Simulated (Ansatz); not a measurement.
Isolated molecules relaxed with PBE0-D4/def2-TZVP in Ansatz; ΔE leaves out vibrations. CBS: MP2 limit from def2 TZ/QZ plus the TZ coupled-cluster correction, frozen cores. This one scheme is used for every species. DFT in def2-TZVPP. B3LYP here is the variant with VWN-RPA as its local correlation; programs differ in this. For Ti outer-core shells are correlated without core-valence functions, which leaves a few kJ/mol of doubt a bond. Scalar relativity is left out up to krypton. One conformer a species, not always the lowest.

Reaction (ligand exchange at a Ti–S bond): `[F][Ti]([SH])([Cl])[Cl]` + HCl → `[F][Ti]([Cl])([Cl])[Cl]` + H₂S

Question: Is it downhill or uphill in electronic energy at CCSD(T)/CBS, and by how much? (Best estimate.)

Answer: The calculation gave: Downhill: ΔE = -0.54 eV.

Question: What do these levels give: LDA (SPW92), r2SCAN-D4, B97M-V, PBE0-D4, B3LYP-D4, r2SCAN0-D4, B2PLYP, PBE, BHLYP, HF/def2-SVP, CCSD/def2-TZVPP, CCSD(T)/def2-TZVPP? (Best estimate.)

Answer: The calculation gave: LDA (SPW92) -0.53, r2SCAN-D4 -0.58, B97M-V -0.60, PBE0-D4 -0.54, B3LYP-D4 -0.57, r2SCAN0-D4 -0.57, B2PLYP -0.57, PBE -0.55, BHLYP -0.63, HF/def2-SVP -0.67, CCSD/def2-TZVPP -0.57, CCSD(T)/def2-TZVPP -0.54 eV.

Largest T1 diagnostic among the species: 0.026, so the coupled-cluster value is less sure than usual.

In def2-TZVPP, CCSD(T) changes the Hartree–Fock value by +0.16 eV (the triples alone add +0.03 eV) and MP2 by +0.18 eV. From BLYP to BHLYP (50 % exact exchange), in def2-TZVPP and without D4, ΔE moves by −0.03 eV. Leaving LDA and LC-ωPBE aside and taking each functional with its dispersion term where it has one, the values, not all of them listed here, spread over 0.08 eV, from CAM-B3LYP-D4 to revPBE-D4.
